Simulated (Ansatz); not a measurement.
Isolated molecules relaxed with PBE0-D4/def2-TZVP in Ansatz; ΔE leaves out vibrations. CBS: MP2 limit from def2 TZ/QZ plus the TZ coupled-cluster correction, frozen cores. Functionals use def2-TZVPP. B3LYP here is the variant with VWN-RPA as its local correlation; programs differ in this. For Ga, Ge, Se outer-core shells are correlated without core-valence functions, which leaves a few kJ/mol of doubt a bond. Scalar relativity is left out up to krypton. One conformer a species, not always the lowest.

Reaction (redistribution): `C[B]([GeH3])[SeH]` + `[CH3][Ga]([OH])[OH]` → `[OH][Ga]([OH])[SeH]` + `C[B](C)[GeH3]`

```tsv
species	B3LYP-D4 energy (Eh)
`C[B]([GeH3])[SeH]`	-4545.87406
`[CH3][Ga]([OH])[OH]`	-2116.63977
`[OH][Ga]([OH])[SeH]`	-4478.93232
`C[B](C)[GeH3]`	-2183.58784
```

Task: Work out ΔE.

Result: ΔE = (-4478.93232) + (-2183.58784) − (-4545.87406) − (-2116.63977) = -0.00633 Eh = -4.0 kcal/mol. CCSD(T)/CBS gives -1.7 kcal/mol.

Largest T1 diagnostic among the species: 0.014.

In def2-TZVPP, CCSD(T) changes the Hartree–Fock value by +6.1 kcal/mol (the triples alone add +1.0 kcal/mol) and MP2 by +6.9 kcal/mol. From PBE to PBE0 (25 % exact exchange), in def2-TZVPP and without D4, ΔE moves by −1.2 kcal/mol.
